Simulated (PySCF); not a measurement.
## Electron correlation in S²⁺ (sulfur, charge +2)

[Ne] 3s2 3p2, high-spin 3P determinant. Computed with PySCF 2.14 in aug-cc-pV(T+d)Z with one added diffuse shell each of s, p, d, f type (7s6p5d3f, 71 functions), with no relativity, point nucleus. Frozen: [Ne]; 4 electrons correlated.

| level | correlation energy (mhartree) |
| --- | --- |
| CCSD | -90.00 |
| (T) | -2.21 |
| CCSD(T) | -92.21 |

Diagnostics: T1 = 0.0086, D1 = 0.0221, largest double amplitude 0.105.

Cost of the coupled-cluster step: roughly 10 core-seconds, for 4 correlated electrons.

Iterations:

```
CC2 = 0
CCSD nocc = (np.int64(3), np.int64(1)), nmo = (66, 66)
frozen orbitals [[0, 1, 2, 3, 4], [0, 1, 2, 3, 4]]
max_cycle = 100
direct = 0
conv_tol = 1e-08
conv_tol_normt = 1e-06
diis_space = 8
diis_start_cycle = 0
Init t2, MP2 energy = -0.0680051694213721
Init E_corr(UCCSD) = -0.0680051694220277
cycle = 1  E_corr(UCCSD) = -0.0831003766287692  dE = -0.0150952072  norm(t1,t2) = 0.0480384
cycle = 2  E_corr(UCCSD) = -0.0873869266444908  dE = -0.00428655002  norm(t1,t2) = 0.0185472
cycle = 3  E_corr(UCCSD) = -0.0900039084041961  dE = -0.00261698176  norm(t1,t2) = 0.00846054
cycle = 4  E_corr(UCCSD) = -0.089990618958433  dE = 1.32894458e-05  norm(t1,t2) = 0.00147471
cycle = 5  E_corr(UCCSD) = -0.0900061193907945  dE = -1.55004324e-05  norm(t1,t2) = 0.000201688
cycle = 6  E_corr(UCCSD) = -0.090001564929577  dE = 4.55446122e-06  norm(t1,t2) = 4.22742e-05
cycle = 7  E_corr(UCCSD) = -0.0900035410704027  dE = -1.97614083e-06  norm(t1,t2) = 6.54852e-06
cycle = 8  E_corr(UCCSD) = -0.0900031149988793  dE = 4.26071523e-07  norm(t1,t2) = 1.40038e-06
cycle = 9  E_corr(UCCSD) = -0.0900031175205921  dE = -2.52171277e-09  norm(t1,t2) = 2.30565e-07
UCCSD converged
E(UCCSD) = -396.425384922623  E_corr = -0.09000311752059209
UCCSD(T) correction = -0.00220580529083845
```
